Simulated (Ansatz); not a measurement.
```xyz
2

B     0.0380   -0.0870   -0.8641
F     0.0221    0.0758    0.5210
```

Basis set: STO-3G (spherical functions). Frozen core: 2 orbitals. Charge 0, multiplicity 1.

Computed with Ansatz (development build ahead of 0.2.0); each method stands on the lowest determinant of its kind that the runs found. Restricted open shells among the atoms or ions are ROHF, correlated in semicanonical orbitals with singles.

The atomization energy at this shape (free ground-state atoms in the same class of orbitals less the molecule, no zero-point energy) of singlet BF:

| method | atomization energy |
| --- | --- |
| RHF-MP2 | 153.51 kcal/mol |

**Question.** What does RHF give?

**Answer.** 124.96 kcal/mol. Caution: the shape is not the minimum.

This basis has no polarisation functions and is too small for such energies, which can lie far from measured ones in either direction.
